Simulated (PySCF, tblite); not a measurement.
Isomers of C2H10O2Si2. Computed with GFN2-xTB (tblite): harmonic, unscaled wavenumbers at the GFN2-xTB geometry, gas phase. Errors from tens to a few hundred cm⁻¹ against measured bands are possible. Modes of hydrogen on silicon can be 10 to 20 % off. One conformer each.

Electronic energies: PBE0/pcSseg-1 single points on the GFN2-xTB geometries (PySCF, gas phase).

| SMILES | electronic energy, lowest = 0 (kcal/mol) |
| --- | --- |
| CO[Si@H](C)O[SiH3] | 8.7 |
| [SiH3]COCO[SiH3] | 87.5 |
| CC[Si@@H](O)O[SiH3] | 0.0 |
| COC[SiH2][SiH2]O | 72.6 |

**Question.** How do GFN2-xTB zero-point energies change the relative energies?

**Answer.** 
```tsv
SMILES	ZPE (kcal/mol)	of it from modes above 1550 cm⁻¹	electronic (kcal/mol)	with ZPE, lowest = 0 (kcal/mol)	lowest mode (cm⁻¹)	rings
CC[Si@@H](O)O[SiH3]	72.4	39.6	0.0	0.0	23	0
CO[Si@H](C)O[SiH3]	72.0	38.7	8.7	8.3	6i	0
COC[SiH2][SiH2]O	71.7	38.6	72.6	71.9	23	0
[SiH3]COCO[SiH3]	69.4	35.9	87.5	84.4	24	0
```

The zero-point energies span 3.0 kcal/mol, from `[SiH3]COCO[SiH3]` to `CC[Si@@H](O)O[SiH3]`. Slightly imaginary modes are left out of the zero-point energy: `CO[Si@H](C)O[SiH3]` 6.0i cm⁻¹. The order is unchanged.

**Question.** And how do the electronic energies of GFN2-xTB itself compare?

**Answer.** `CC[Si@@H](O)O[SiH3]` 0.0; `CO[Si@H](C)O[SiH3]` 3.7; `COC[SiH2][SiH2]O` 84.0; `[SiH3]COCO[SiH3]` 70.0 kcal/mol, lowest = 0. Against the energies above, taken from the same isomer `CC[Si@@H](O)O[SiH3]`, the largest difference is 17.5 kcal/mol.
